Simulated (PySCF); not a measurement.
## Worked example: oscillator strength and radiative lifetime

H2Si2, SMILES [Si]=[SiH2] (connectivity only; charge and spin as stated), neutral, multiplicity 1.

Geometry optimised at r2SCAN-D4/def2-TZVP. The isomer is the one that the SMILES or the coordinates give; other isomers of the formula were not compared.

PySCF with TDA-PBE/def2-TZVPD puts the first singlet state with f over 0.02 at 4.03 eV (vertical), with the transition dipole (0.000, 0.000, -1.102) in atomic units.

Question: Find the oscillator strength, the wavelength and the radiative lifetime that this transition would have in vacuum if emission retraced absorption.

Answer: 
|μ|² = 1.2144 au, so |μ| = 2.80 D. ΔE = 4.03/27.211 = 0.1481 hartree. f = (2/3) ΔE |μ|² = 0.120 (the program prints 0.120).
λ = 1239.84/4.03 = 308 nm; ν = 32504 cm⁻¹.
Einstein's coefficient A = 0.6670 ν² f s⁻¹ (ν in cm⁻¹) = 8.4e7 s⁻¹, so τ = 1/A = 12 ns. This state is S3; the lower singlets have f = 0.000, 0.004. The figure is the radiative limit of this one transition; relaxation, internal conversion, crossing to triplets and a medium change what is measured.
